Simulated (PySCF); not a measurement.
[BiS3]-: double against triple zeta

Base calculation in PySCF with density fitting and no spin–orbit coupling, PBE0/def2-SVPD (scalar-relativistic core potentials): singlet, D3h, Bi–S 2.376 Å (×3); wavenumbers 93, 116 (×2), 369, 392 (×2) cm⁻¹; gap between the highest occupied and lowest empty levels 3.26 eV, polar-tensor charge of Bi 1.22 e.

Problem. What changes on going to PBE0/def2-TZVPD (scalar-relativistic core potentials)?

Solution. The point group stays the same. Changes: mean bond to Bi -0.034 Å, highest wavenumber +7 cm⁻¹, lowest wavenumber +1 cm⁻¹, gap between the highest occupied and lowest empty levels +0.30 eV, polar-tensor charge of Bi +0.06 e. The new structure has Bi–S 2.342 Å (×3), with wavenumbers 94, 118 (×2), 380, 399 (×2) cm⁻¹. The larger basis shortens the bonds, as added polarisation functions usually do.

Spin–orbit coupling is large for BiS₃⁻ and is left out. Only the bonding shown was studied: isomers, or loss of a ligand pair, can lie lower.
